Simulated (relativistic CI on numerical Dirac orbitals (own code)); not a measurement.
## Sensitivity of the levels of Sm41+ to α and to the nuclear radius

Computed by Dirac-Coulomb-Breit CI, separate exchange-only KLI orbitals for each configuration, derivatives by finite differences, unscaled Slater integrals, QED left out (own radial code, finite nucleus).

Configuration list (outside the closed core [Ne]): 3s2 3p6 3d3, 3s2 3p5 3d4, 3s 3p6 3d4, 3p6 3d5, 3s2 3p6 3d2 4s, 3s2 3p6 3d2 4p, 3s2 3p6 3d2 4d, 3s2 3p5 3d3 4s. Levels of other configurations are missing.

With x = (α/α₀)² − 1 an excitation energy changes as ω = ω₀ + qx; K = 2q/ω₀ is the relative enhancement. Terms are leading LS components, so labels can repeat. The field-shift factor is F = δν/δ⟨r²⟩ for the transition from the lowest level.

Lowest level 3s2 3p6 3d3 4F_3/2.

```
              Level  ω₀ (cm⁻¹)  q (cm⁻¹)  F (GHz/fm²)
 3s2 3p6 3d3 4F_5/2     198589    246800         3.31
 3s2 3p6 3d3 4P_3/2     247338    234000         3.04
 3s2 3p6 3d3 4F_7/2     260287    258000         3.54
 3s2 3p6 3d3 2G_9/2     268154    240300         3.53
 3s2 3p6 3d3 4P_1/2     280420    241100         3.01
 3s2 3p6 3d3 4P_5/2     411946    296000          3.9
 3s2 3p6 3d3 4F_7/2     461680    481700         6.53
 3s2 3p6 3d3 4F_9/2     486143    493700         6.93
 3s2 3p6 3d3 4P_3/2     523287    493600          6.3
 3s2 3p6 3d3 2P_1/2     542070    495800         6.51
3s2 3p6 3d3 2H_11/2     552185    487700         7.19
 3s2 3p6 3d3 2D_5/2     567747    460300         5.66
 3s2 3p6 3d3 2F_5/2     603503    504800         6.48
```

At this charge energies of transitions that change n are usually good to better than 1 %, and those within a shell (Δn = 0) to a few per cent.

**Question.** Which transition from the lowest level has the largest |K|?

**Answer.** 3s2 3p6 3d3 4F_5/2 at 198589 cm⁻¹, K = 2.49.
